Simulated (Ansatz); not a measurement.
Ansatz (an electronic-structure program) input (B3LYP-D3(BJ)/def2-TZVP):

Ansatz 0.2 input:
```yaml
crystal:
  periodic: [false, false, false]
  atoms:
    - {symbol: Co, position_ang: [-0.09267178, 0.75786420, -0.32741721]}
    - {symbol: F, position_ang: [-0.59556653, 1.40687210, -1.75549376]}
    - {symbol: S, position_ang: [0.45641181, -0.48908430, 1.29402041]}
    - {symbol: H, position_ang: [0.21366224, -1.69359183, 0.79203812]}
basis:
  gaussian:
    orbitals: def2-TZVP
hamiltonian:
  xc: b3lyp
  dispersion: d3bj
magnetization: {spin_polarized: true, initial_magnetization: 3}
relax: {f_tol: 0.002, max_steps: 150}
```

End of the output:

```
these checks for a lower state are left out or cut short: starts, cluster_reference, orbital_swaps, neighbouring_geometries, increment
integrals: 0.05 GiB planned
991 factors; their error is unknown
mean field: 0.61 GiB planned
mean field -51200.69531585 eV, -1881.5908477798 hartree, gradient 6.5e-6 eV, S^2 3.760982; 0 other end points of the search recorded, 0 dependent functions left out
the calculation of the forces begins
reference -51200.69552826 eV, -1881.5908555858 hartree; 28, 25 occupied and 91, 94 virtual orbitals, 991 factors
relax step  19: F+E_penalty+E_count = -51200.82086325 eV  Δ(F+E_penalty+E_count) = -3.421e-5 eV  max|allowed force component| = 2.503e-3 eV/Å  Δτ_max = 0.0043 Å  (90 SCF iters, accepted)
these checks for a lower state are left out or cut short: starts, cluster_reference, orbital_swaps, neighbouring_geometries, increment
integrals: 0.05 GiB planned
991 factors; their error is unknown
mean field: 0.61 GiB planned
mean field -51200.69531040 eV, -1881.5908475794 hartree, gradient 4.2e-8 eV, S^2 3.760984; 0 other end points of the search recorded, 0 dependent functions left out
the calculation of the forces begins
reference -51200.69552281 eV, -1881.5908553853 hartree; 28, 25 occupied and 91, 94 virtual orbitals, 991 factors
relax step  20: F+E_penalty+E_count = -51200.82086424 eV  Δ(F+E_penalty+E_count) = -9.885e-7 eV  max|allowed force component| = 5.122e-4 eV/Å  Δτ_max = 0.0006 Å  (152 SCF iters, accepted)
integrals: 0.05 GiB planned
991 factors; their error is unknown
mean field: 0.61 GiB planned
mean field evaluation 512: about -51185.7183 eV, gradient 7.0e1 eV
mean field evaluation 544: about -51200.6648 eV, gradient 1.8e-1 eV
mean field -51200.69531040 eV, -1881.5908475794 hartree, gradient 4.2e-8 eV, S^2 3.760984; 7 other end points of the search recorded, 0 dependent functions left out
the calculation of the forces begins
reference -51200.69552281 eV, -1881.5908553853 hartree; 28, 25 occupied and 91, 94 virtual orbitals, 991 factors
Total energy: -51200.82107665 eV, -1881.5954694039 hartree
Atom 0 at    -0.226213     0.632164    -0.352542 Å, force     0.000093     0.000420    -0.000050 eV/Å
Atom 1 at    -0.550757     1.551797    -1.828892 Å, force     0.000087    -0.000426     0.000443 eV/Å
Atom 2 at     0.526465    -0.491925     1.341024 Å, force    -0.000263     0.000143    -0.000512 eV/Å
Atom 3 at     0.232341    -1.709976     0.843557 Å, force     0.000082    -0.000137     0.000119 eV/Å
Dipole moment:    -0.088979    -0.269212     0.197428 e Å
```

The spin state was set by rule; other spins were not relaxed.
